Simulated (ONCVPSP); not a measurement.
# Transferability test, ONCV potential for silicon (Si)

ONCVPSP 4.0.1 input, shortened (lines: element, Z, core and valence counts, functional; n l f; lmax; l rc ep ncon nbas qcut; lloc lpopt rc5 dvloc0; l nproj debl; icmod fcfact rcfact), PBE, scalar-relativistic:

```
  Si 14.00    3    2        4      upf
    1    0    2.00
    2    0    2.00
    2    1    6.00
    3    0    2.00
    3    1    2.00
    2
    0    1.75    0.00    3    8    4.80
    1    2.05    0.00    4    8    4.30
    2    2.20    0.16    4    8    5.00
    4    5    1.15    0.00
    0    1    3.60
    1    2    3.10
    2    3    1.00
    3    5.25    1.20
```

Energies are relative to the spin-unpolarised reference configuration 3s2 3p2; without spin polarisation the order of configurations can differ from experiment.

```csv
valence configuration,charge,ΔE all-electron (eV),error AE − PS (meV)
3s2 3p1,+1,7.740,+1.3
3s1 3p0,+3,57.704,+123
3s2 3p1.5,+0.5,2.921,+0.1
```

(1) What are ΔE and the potential's error for 3s2 3p0?

Levels in the configuration 3s2 3p1:

```csv
level,all-electron (eV),pseudo (eV)
3s,-19.034,-19.026
3p,-11.656,-11.651
```

Results:

(1) ΔE = 23.733 eV all-electron; the error (AE − PS) is +17 meV.
